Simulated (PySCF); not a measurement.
## Spinor energies of Kr(13+) (krypton, charge +13)

Start: [Ar] 3d5; 3d3/2 filled at m_j = -3/2, -1/2, +1/2, +3/2; 3d5/2 filled at m_j = +5/2. Calculated with PySCF 2.14 in an even-tempered Gaussian basis (17 s from 1 bohr⁻², ratio 2.8; 12 p from 1.3 bohr⁻², ratio 2.8; 8 d from 1.3 bohr⁻², ratio 2.8; 4 f from 5.5 bohr⁻², ratio 3): generalised Hartree-Fock with the X2C-1e Hamiltonian and a Gaussian nucleus; one run each with spin-orbit coupling (SO) switched off, then screened by Boettger's factors.

```json
{"spinor shell": "1s1/2", "electrons": "2", "ε, spin-free (eV)": "-14786.0", "ε, screened SO (eV)": "-14785.6", "weight of nominal j (screened SO)": "1.000", "rms radius, screened SO (bohr)": "0.0478"}
{"spinor shell": "2s1/2", "electrons": "2", "ε, spin-free (eV)": "-2340.3", "ε, screened SO (eV)": "-2340.2", "weight of nominal j (screened SO)": "1.000", "rms radius, screened SO (bohr)": "0.198"}
{"spinor shell": "2p1/2", "electrons": "2", "ε, spin-free (eV)": "-2108.4", "ε, screened SO (eV)": "-2146.7", "weight of nominal j (screened SO)": "0.987", "rms radius, screened SO (bohr)": "0.174"}
{"spinor shell": "2p3/2", "electrons": "4", "ε, spin-free (eV)": "-2108.4", "ε, screened SO (eV)": "-2090.1", "weight of nominal j (screened SO)": "0.994", "rms radius, screened SO (bohr)": "0.177"}
{"spinor shell": "3s1/2", "electrons": "2", "ε, spin-free (eV)": "-637.53", "ε, screened SO (eV)": "-637.49", "weight of nominal j (screened SO)": "1.000", "rms radius, screened SO (bohr)": "0.536"}
{"spinor shell": "3p1/2", "electrons": "2", "ε, spin-free (eV)": "-558.30", "ε, screened SO (eV)": "-574.51", "weight of nominal j (screened SO)": "0.681", "rms radius, screened SO (bohr)": "0.533"}
{"spinor shell": "3p3/2", "electrons": "4", "ε, spin-free (eV)": "-558.30", "ε, screened SO (eV)": "-550.33", "weight of nominal j (screened SO)": "0.840", "rms radius, screened SO (bohr)": "0.542"}
{"spinor shell": "3d3/2", "electrons": "4", "ε, spin-free (eV)": "-450.49", "ε, screened SO (eV)": "-450.65", "weight of nominal j (screened SO)": "0.555", "rms radius, screened SO (bohr)": "0.511"}
{"spinor shell": "3d5/2", "electrons": "1", "ε, spin-free (eV)": "-450.49", "ε, screened SO (eV)": "-449.71", "weight of nominal j (screened SO)": "1.000", "rms radius, screened SO (bohr)": "0.512"}
```

```csv
quantity,spin-free,screened SO
E (hartree),-2713.13712,-2713.31923
M_J,5/2,5/2
⟨J²⟩,8.751,8.751
⟨L²⟩,0.000,0.034
⟨S²⟩,8.751,8.677
```

Each row is a mean over spinors that exchange with the open shell spreads, by up to 26.693 eV (3p3/2).

Rows whose weight is well below 1 are mixtures of j = l ± 1/2: exchange outweighs spin-orbit coupling there, and the label is only the starting occupation.

Without spin-orbit coupling the j labels of p, d and f shells carry no meaning; the spin-free column gives the mean over the occupied spinors of each nl shell.
